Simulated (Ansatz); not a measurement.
Input for Ansatz (a quantum-chemistry and plane-wave program): R-wB97M-V/def2-TZVPPD on CH5GeN (a complex), monomers drawn apart or pushed together. Files ending in .json are basis or fitting sets from the Basis Set Exchange.

Ansatz 0.2 input:
```yaml
crystal:
  periodic: [false, false, false]
  atoms:
    - {symbol: C, position_ang: [-0.15555863, -0.04077354, 0.51888641]}
    - {symbol: N, position_ang: [-0.30974141, 0.43185724, -0.51398959]}
    - {symbol: H, position_ang: [-0.01173314, -0.47752871, 1.48292292]}
    - {symbol: Ge, position_ang: [0.18580004, -0.03005183, 5.62389096]}
    - {symbol: H, position_ang: [-0.46547610, 1.20470734, 4.98531269]}
    - {symbol: H, position_ang: [-0.72933366, -0.60765540, 6.71004619]}
    - {symbol: H, position_ang: [1.55070524, 0.34135969, 6.21582315]}
    - {symbol: H, position_ang: [0.39235352, -1.09681552, 4.53004277]}
basis:
  gaussian:
    orbitals: def2-TZVPPD.json
hamiltonian:
  xc: {name: wB97M-V}
scf: {lower_state_search: off}
```

It printed:

```
Functional definition: wB97M-V
[...]
these checks for a lower state are left out or cut short: stability, starts, cluster_reference, orbital_swaps, neighbouring_geometries, increment
integrals: 0.14 GiB planned
1062 factors; their error is unknown
integrals: 0.18 GiB planned
292 factors; integrals over basis functions are off by at most 5.1e-5 eV
mean field: 1.23 GiB planned
mean field evaluation 1: about -59118.6883 eV, gradient 4.0e1 eV
mean field evaluation 2: about -59117.3986 eV, gradient 4.8e1 eV
mean field evaluation 4: about -59121.6353 eV, gradient 2.0e0 eV
mean field evaluation 8: about -59121.7853 eV, gradient 3.3e-2 eV
mean field -59121.78529567 eV, -2172.6855354303 hartree, gradient 6.3e-6 eV, S^2 0.000000; 0 other end points of the search recorded, 0 dependent functions left out
reference -59121.78535394 eV, -2172.6855375717 hartree; 25, 25 occupied and 188, 188 virtual orbitals, 1062 factors
Total energy: -59121.78535394 eV, -2172.6855375717 hartree
Checks for a lower state left out: stability, starts, cluster_reference, orbital_swaps, neighbouring_geometries, increment
```

The calculation finished and met its thresholds.

Cost: about 11 core-seconds (a rough figure).
